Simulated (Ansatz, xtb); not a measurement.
# Ligand exchange: CH6Cl2Si2 + BH3 → CH7ClSi2 + BH2Cl

Species: CH6Cl2Si2 `[SiH3]C[SiH](Cl)Cl`, singlet; BH3 (borane) `B`, singlet; CH7ClSi2 `[SiH3]C[SiH2]Cl`, singlet; BH2Cl `BCl`, singlet. The partners trade Cl for H: Si–Cl and B–H bonds give way to Si–H and B–Cl.

Shapes, held fixed at every level: PBE0-D4/def2-TZVP. Flexible molecules stand in one conformer, not always the lowest. Programs: Ansatz 0.2.0, xtb 6.7.1. The zero-point and thermal change to 298 K, harmonic and unscaled (PBE0-D4/def2-TZVP), is +0.6 kJ/mol.

```
               level                   kind  ΔH(298 K) (kJ/mol)  less CCSD(T)/CBS estimate
            GFN0-xTB         semi-empirical               -46.8                      -50.5
 B3LYP-D4/def2-TZVPP          global hybrid                +2.1                       -1.6
  PBE0-D4/def2-TZVPP          global hybrid                -0.9                       -4.6
        MP2/def2-SVP    perturbation theory               -13.6                      -17.3
      MP2/def2-TZVPP    perturbation theory                +4.4                       +0.7
    CCSD(T)/def2-SVP  coupled cluster or CI               -18.3                      -22.0
  CCSD(T)/def2-TZVPP  coupled cluster or CI                -0.8                       -4.5
CCSD(T)/CBS estimate  coupled cluster or CI                +3.7                        0.0
```

The highest level, CCSD(T)/CBS estimate, gives ΔH(298 K) = +3.7 kJ/mol; the levels span -46.8 to +4.4. That is about zero within the method's error. They disagree on the sign: 3 of 8 are positive. The column of differences is taken from that level and isn't an error. No measured value is set beside it here. The CBS estimate extrapolates MP2 from def2-TZVPP and def2-QZVPP and adds CCSD(T) − MP2 in the triple-zeta set, cores frozen.
